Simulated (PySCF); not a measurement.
Computed properties of BHF₂, SMILES FBF

BHF2, SMILES FBF. The structure is a stationary point at B3LYP-D3(BJ)/def2-TZVP. One conformer was computed; it need not be the lowest. All values are computed for the isolated molecule unless a solvent is named; none is compared with measurement here.

**Structure.** The optimised structure has C2v symmetry. All 6 harmonic modes at B3LYP-D3(BJ)/def2-TZVP (PySCF) are real, so it is a minimum. With heavy atoms numbered as in [BH:1]([F:3])[F:4], the shortest bond between them is B1–F3 at 1.318 Å and the longest B1–F4 at 1.318 Å.

**Vibrations.** The strongest infrared lines (harmonic, unscaled, degenerate partners summed) lie at 1420 cm⁻¹ (399 km/mol, B 73 %, F 22 %), 1172 cm⁻¹ (118 km/mol, B 49 %, F 45 %), 2698 cm⁻¹ (98 km/mol, H 91 %, B 9 %). The softest mode is at 536 cm⁻¹ and the zero-point energy is 11.2 kcal/mol.

**Electronic structure.** PBE0/def2-TZVPD (PySCF) places the frontier levels at -10.92 and -0.45 eV, a gap of 10.47 eV, and gives a dipole moment of 0.93 D and a mean polarisability of 16.6 bohr³. PBE/def2-TZVPD (PySCF) at the same geometry gives -9.17 and -1.50 eV, so its gap is 2.80 eV narrower. An orbital gap is neither the optical nor the fundamental gap.

**Excitations.** TDA-PBE0/def2-TZVPD (PySCF) has S1 at 8.64 eV (143 nm, f = 0.058, bright); the most intense of the 10 singlets computed lies at 11.06 eV (f = 0.25). T1 (TDA) is at 7.51 eV, 1.13 eV under S1. No vertical singlet excitation falls in the visible range (under 3.1 eV).

**NMR.** GIAO shifts at B3LYP/pcSseg-2 (PySCF) (non-relativistic, atoms alike by connectivity averaged): ¹H at 4.6 ppm against TMS; ¹⁹F at -72.9 ppm against CFCl3; ¹¹B at 12.5 ppm against BF3.
